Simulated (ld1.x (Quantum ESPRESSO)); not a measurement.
**Ranking PAW potentials for O (Z = 8)**

All share these settings but for the change named:

ld1.x (Quantum ESPRESSO) 7.5 input, shortened:

```
&input
   title='O', zed=8., rel=1, dft='BP', iswitch=3,
   config='[He] 2s1.5 2p4.5'
 /
 &inputp
   pseudotype=3, lpaw=.true., tm=.true., lloc=-1, rcloc=0.70,
   nlcc=.true., new_core_ps=.true., rcore=1.00,
   which_augfun='BESSEL', rmatch_augfun=0.85
 /
4
2S  1  0   1.50   0.00  0.80  1.05  0.0
2S  1  0   0.00   0.35  0.80  1.05  0.0
2P  2  1   4.50   0.00  0.75  0.95  0.0
2P  2  1   0.00   0.90  0.75  0.95  0.0
 &test
   configts(1)='2s1.5 2p4.5'
 /
```

Test errors are all-electron minus pseudo excitation energies from the reference, over 2s2 2p4; 2s2 2p3; 2s2 2p2; 2s2 2p4.3; 2s1 2p4; 2s0 2p6; 2s2 2p1. None of these files shows a bound ghost.

The base gives 3.2 meV.

Of 9 variants that were run, those that failed, showed a ghost or another fault, or gave nearly equal values are left out.

A variant can come out equal or close to the base, since the largest error may sit in a test that the change hardly touches while other tests move.

Problem. Rank these variants by their largest absolute test error, smallest first.
A. waves 2s (bound): rcut 0.80, rcutus 1.12 bohr; 2s channel at 0.35 Ry: rcut 0.80, rcutus 1.12 bohr
B. waves 2s (bound): rcut 0.80, rcutus 1.24 bohr; 2s channel at 0.35 Ry: rcut 0.80, rcutus 1.24 bohr
C. waves 2s (bound): rcut 0.80, rcutus 1.04 bohr; 2s channel at 0.35 Ry: rcut 0.80, rcutus 1.04 bohr
D. waves 2s (bound): rcut 0.66, rcutus 0.70 bohr; 2s channel at 0.35 Ry: rcut 0.66, rcutus 0.70 bohr
E. waves 2s (bound): rcut 0.80, rcutus 1.56 bohr; 2s channel at 0.35 Ry: rcut 0.80, rcutus 1.56 bohr

Solution. E (1.4 meV), B (2.3 meV), A (2.7 meV), C (3.2 meV), D (9.4 meV).
